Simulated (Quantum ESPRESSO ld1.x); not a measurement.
The numbers below are computed, except where a source is named.
Task: These are the eigenvalues of the occupied orbitals of an atom or ion with whole-number occupations (eV). Level of theory: scalar-relativistic Kohn-Sham, LDA (Slater exchange, Perdew-Wang correlation), spin-polarised, spherical densities, point nucleus (ld1.x of Quantum ESPRESSO 7.5).

orbital  eigenvalue
1s up      -1816.19
1s down    -1815.97
2s up      -175.220
2s down    -174.931
2p up      -132.165
2p down    -131.862
3s up      -40.5091

Which element is it, and in what charge state? The configuration may be excited. Open shells, if any, are filled with parallel spins first.

Result: Z = 14, silicon, charge +3: Si3+ in [Ne] 3s1. The list shows which subshells hold electrons but not how many an open one holds; the 1s level, -66.744 hartree, gives Z - s = 11.6 by -(Z - s)^2/2, which with screening and relativity narrows Z to a few neighbours, and the depths of the outer levels then fix element, charge and occupations together.
